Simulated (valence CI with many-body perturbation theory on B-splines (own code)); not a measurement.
**Level structure of Bi34+**

Level of theory: relativistic CI+MBPT: three valence electrons over a frozen Dirac-Fock core [Kr] 4d10, a basis of 8 s, 8 p, 9 d, 9 f, 6 g, 3 h, 2 i functions for each j, with the one-electron correlation potential Σ1 (screened to all orders), the two-electron term Σ2, the three-electron term Σ3, Breit, model QED; selected single and double excitations, second order for the rest, scaled by the run's own slope (own B-spline code, finite nucleus).

No measured spectrum was set against this ion. As an estimate, large intervals hold to a few tenths of a per cent, small ones and those within an open d or f shell to about a per cent. Core correlation moves these levels by up to 7400 cm⁻¹, and in measured spectra 5 to 20 % of such shifts remained as error; rates that hang on mixing are uncertain with them. The list stops below the first excitations out of the core. Only levels of the ground parity were solved; by the run's estimate the other parity begins above the list, which can be wrong where configurations are misplaced.

Levels 1 to 41 of 41, with energies above the lowest level, (4f5/2^3) J=9/2. "Leading %" is the weight of the configuration and term that name the level; weights of strongly mixed levels are sums over their largest components and can fall short. In the jj column 3d3/2^4 stands for four electrons in 3d with j = 3/2. Lifetimes count E1, E2, E3, M1 and M2 decay at the calculated energies, and are blank where another channel may lead or the interval is too uncertain; long ones can be off by a factor of two.

| No. | Configuration | Term | J | E (cm⁻¹) | Leading % | Lifetime | g | Leading jj |
| --- | --- | --- | --- | --- | --- | --- | --- | --- |
| 1 | 4f³ | ⁴I° | 9/2 | 0 | 72 |  | 0.783 | 4f5/2^3 (92 %) |
| 2 | 4f³ | ⁴F° | 3/2 | 46159 | 46 |  | 0.725 | 4f5/2^3 (91 %) |
| 3 | 4f³ | ⁴I° | 11/2 | 50084 | 91 | 235 μs | 0.972 | 4f5/2^2 4f7/2 (97 %) |
| 4 | 4f³ | ⁴G° | 5/2 | 71880 | 47 | 11.9 ms | 0.791 | 4f5/2^3 (81 %) |
| 5 | 4f³ | ²G° | 9/2 | 77927 | 35 | 280 μs | 1.005 | 4f5/2^2 4f7/2 (90 %) |
| 6 | 4f³ | ⁴I° | 13/2 | 82886 | 71 | 885 μs | 1.058 | 4f5/2^2 4f7/2 (66 %) |
| 7 | 4f³ | ⁴F° | 5/2 | 92863 | 59 | 536 μs | 0.923 | 4f5/2^2 4f7/2 (93 %) |
| 8 | 4f³ | ⁴S° | 3/2 | 93962 | 47 | 579 μs | 1.408 | 4f5/2^2 4f7/2 (95 %) |
| 9 | 4f³ | ²G° | 7/2 | 95194 | 51 | 1.40 ms | 1.020 | 4f5/2^2 4f7/2 (96 %) |
| 10 | 4f³ | ⁴I° | 15/2 | 106090 | 44 | 4.33 ms | 1.100 | 4f5/2^2 4f7/2 (66 %) |
| 11 | 4f³ | ⁴G° | 7/2 | 112230 | 67 | 429 μs | 1.055 | 4f5/2^2 4f7/2 (90 %) |
| 12 | 4f³ | ²H° | 11/2 | 128620 | 46 | 702 μs | 1.087 | 4f5/2^2 4f7/2 (72 %) |
| 13 | 4f³ | ²K° | 13/2 | 130060 | 66 | 138 μs | 0.987 | 4f5/2 4f7/2^2 (69 %) |
| 14 | 4f³ | ⁴D° | 1/2 | 130640 | 52 | 366 μs | 0.311 | 4f5/2^2 4f7/2 (96 %) |
| 15 | 4f³ | ⁴D° | 3/2 | 131150 | 40 | 508 μs | 1.097 | 4f5/2^2 4f7/2 (77 %) |
| 16 | 4f³ | ⁴F° | 9/2 | 132070 | 45 | 480 μs | 1.157 | 4f5/2 4f7/2^2 (57 %) |
| 17 | 4f³ | ⁴D° | 5/2 | 134290 | 41 | 324 μs | 1.153 | 4f5/2^2 4f7/2 (89 %) |
| 18 | 4f³ | ⁴G° | 9/2 | 149200 | 55 | 167 μs | 1.081 | 4f5/2 4f7/2^2 (80 %) |
| 19 | 4f³ | ²G° | 7/2 | 151540 | 46 | 176 μs | 1.040 | 4f5/2 4f7/2^2 (96 %) |
| 20 | 4f³ | ²L° | 15/2 | 151740 | 54 | 254 μs | 1.051 | 4f5/2 4f7/2^2 (44 %) |
| 21 | 4f³ | ²H° | 11/2 | 157770 | 74 | 297 μs | 1.048 | 4f5/2 4f7/2^2 (65 %) |
| 22 | 4f³ | ²D° | 3/2 | 162630 | 36 | 179 μs | 1.200 | 4f5/2 4f7/2^2 (83 %) |
| 23 | 4f³ | ²D° | 5/2 | 173430 | 74 | 219 μs | 1.184 | 4f5/2 4f7/2^2 (93 %) |
| 24 | 4f³ | ²H° | 9/2 | 182020 | 60 | 200 μs | 1.031 | 4f5/2 4f7/2^2 (70 %) |
| 25 | 4f³ | ⁴G° | 11/2 | 182700 | 52 | 283 μs | 1.124 | 4f5/2 4f7/2^2 (88 %) |
| 26 | 4f³ | ²P° | 1/2 | 186400 | 52 | 289 μs | 0.344 | 4f5/2 4f7/2^2 (96 %) |
| 27 | 4f³ | ⁴D° | 7/2 | 189330 | 84 | 381 μs | 1.369 | 4f5/2 4f7/2^2 (61 %) |
| 28 | 4f³ | ²I° | 13/2 | 193220 | 91 | 384 μs | 1.060 | 4f5/2 4f7/2^2 (97 %) |
| 29 | 4f³ | ²D° | 3/2 | 197900 | 47 | 117 μs | 1.017 | 4f5/2 4f7/2^2 (89 %) |
| 30 | 4f³ | ²L° | 17/2 | 198700 | 100 | 429 μs | 1.055 | 4f5/2 4f7/2^2 (100 %) |
| 31 | 4f³ | ²K° | 15/2 | 210060 | 55 | 118 μs | 1.044 | 4f7/2^3 (72 %) |
| 32 | 4f³ | ²F° | 5/2 | 210190 | 52 | 83.4 μs | 1.013 | 4f5/2 4f7/2^2 (95 %) |
| 33 | 4f³ | ²G° | 9/2 | 213930 | 56 | 122 μs | 1.108 | 4f7/2^3 (80 %) |
| 34 | 4f³ | ²D° | 3/2 | 240330 | 50 | 100 μs | 1.061 | 4f7/2^3 (91 %) |
| 35 | 4f³ | ²H° | 11/2 | 242710 | 58 | 106 μs | 1.091 | 4f7/2^3 (83 %) |
| 36 | 4f³ | ²F° | 7/2 | 245570 | 85 | 163 μs | 1.137 | 4f5/2 4f7/2^2 (59 %) |
| 37 | 4f³ | ²G° | 7/2 | 249150 | 78 | 293 μs | 0.953 | 4f5/2 4f7/2^2 (55 %) |
| 38 | 4f³ | ²G° | 9/2 | 251810 | 81 | 207 μs | 1.078 | 4f5/2 4f7/2^2 (77 %) |
| 39 | 4f³ | ²D° | 5/2 | 262270 | 60 | 97.6 μs | 1.126 | 4f7/2^3 (74 %) |
| 40 | 4f³ | ²F° | 7/2 | 339780 | 78 | 54.1 μs | 1.111 | 4f7/2^3 (66 %) |
| 41 | 4f³ | ²F° | 5/2 | 343170 | 97 |  | 0.864 | 4f5/2 4f7/2^2 (77 %) |

Where two levels of one J and parity lie close, their mixing, g and order are uncertain.

The ionisation energy to 4f² ³H4 of the next ion comes out as 1355.2 eV (NIST: 1380 ± 70 eV (theoretical)). All 41 levels together are meant to be complete up to 1632800 cm⁻¹.
